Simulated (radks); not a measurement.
Polarisability of neutral barium, [Xe] 6s2, at imaginary frequency. All-electron calculation, scalar-relativistic Kohn-Sham, PBE, spin-polarised, spherical densities, finite nucleus; Fermi nuclear charge, rms radius 4.8378 fm. Program: a radial shooting solver on a logarithmic mesh with Libxc functionals. Response by self-consistent Sternheimer equations with the Hartree and adiabatic LDA kernel, the relativistic mass of each level held fixed and spin-orbit coupling left out.

| w (hartree) | alpha1(iw) (bohr^3) | alpha2(iw) (bohr^5) |
|---|---|---|
| 0.00266 | 252.5 | 8898 |
| 0.0143 | 247.1 | 8507 |
| 0.0360 | 220.8 | 6998 |
| 0.0697 | 165.2 | 4894 |
| 0.118 | 103.2 | 3132 |
| 0.186 | 59.05 | 1865 |
| 0.280 | 34.04 | 1047 |
| 0.413 | 20.58 | 567.1 |
| 0.605 | 12.86 | 300.0 |
| 0.892 | 7.921 | 154.5 |
| 1.35 | 4.562 | 75.62 |
| 2.12 | 2.382 | 33.57 |
| 3.59 | 1.094 | 12.63 |
| 6.94 | 0.3935 | 3.611 |
| 17.5 | 0.08433 | 0.6012 |

Static values: alpha1 = 252.7 bohr^3 (37.45 angstrom^3; uncoupled 477.1), alpha2 = 8913 bohr^5, alpha3 = 235000 bohr^7. C6 = 4815, C8 = 762300, triple-dipole C9 = 879600 atomic units. One-pole (London) frequency 4 C6 / (3 alpha1^2) = 0.101 hartree, against 0.119 for minus the highest occupied eigenvalue. Recommended static value: 272 bohr^3 (Schwerdtfeger and Nagle, 2023 table).
